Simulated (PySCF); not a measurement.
# Spin-rotation constants: SMILES c1cn(C2=COCC2)cc1, C₈H₉NO

Geometry (Å), atoms numbered from 1 in this order:
```xyz
19

C    -1.467    0.724   -0.910
C    -0.607    0.102   -0.100
N     0.775    0.166   -0.088
C     1.598   -0.536    0.747
C     2.893   -0.208    0.461
C     2.861    0.732   -0.590
C     1.549    0.941   -0.905
C    -1.386   -0.741    0.884
C    -2.833   -0.447    0.453
O    -2.778    0.453   -0.654
H    -1.298    1.401   -1.725
H     1.209   -1.215    1.479
H     3.768   -0.595    0.945
H     3.708    1.197   -1.054
H     1.109    1.580   -1.643
H    -1.194   -0.433    1.914
H    -1.139   -1.800    0.789
H    -3.364   -1.347    0.129
H    -3.414    0.033    1.247
```

Level of theory: GIAO B3LYP/pcSseg-1 magnetisability, rotational g tensor and spin-rotation constants, non-relativistic, gas phase (PySCF). Geometry: GFN2-xTB.

Task: Give the nuclear spin-rotation constants along the inertial axes (H = +C I·J) beside the isotropic shieldings.

Result: Rotational constants 4.3102, 0.8385, 0.7083 GHz. A star marks the isotopologue with that one atom substituted, in its own axes.
| atom | isotope | Caa (kHz) | Cbb (kHz) | Ccc (kHz) | mean (kHz) | σ (ppm) |
| --- | --- | --- | --- | --- | --- | --- |
| N3 | 14N | 0.677 | 0.105 | 0.039 | 0.274 | 69.4 |
| H11 | 1H | -0.408 | 0.080 | -0.081 | -0.136 | 25.2 |
| H12 | 1H | -0.321 | 0.062 | -0.080 | -0.113 | 25.4 |
| H13 | 1H | 0.132 | -0.024 | -0.079 | 0.010 | 25.6 |
| H14 | 1H | 0.163 | -0.029 | -0.078 | 0.019 | 25.4 |
| H15 | 1H | -0.324 | 0.069 | -0.078 | -0.111 | 24.9 |
| H16 | 1H | -0.414 | -0.049 | -0.010 | -0.158 | 28.6 |
| H17 | 1H | -0.416 | -0.044 | -0.013 | -0.158 | 28.5 |
| H18 | 1H | -0.192 | -0.084 | 0.003 | -0.091 | 27.1 |
| H19 | 1H | -0.205 | -0.087 | 0.008 | -0.095 | 27.1 |
| C1 | 13C* | 1.664 | 0.314 | 0.163 | 0.714 | 44.0 |
| C2 | 13C* | 1.728 | 0.267 | 0.151 | 0.716 | 58.1 |
| C4 | 13C* | 1.317 | 0.363 | 0.125 | 0.602 | 61.3 |
| C5 | 13C* | 1.639 | 0.314 | 0.094 | 0.682 | 67.4 |
| C8 | 13C* | 0.692 | 0.137 | 0.142 | 0.324 | 146.7 |
| C9 | 13C* | 1.109 | 0.130 | 0.195 | 0.478 | 109.7 |
| O10 | 17O* | -0.394 | -0.142 | -0.109 | -0.215 | 227.4 |

For the geometry as given, no vibrational averaging.
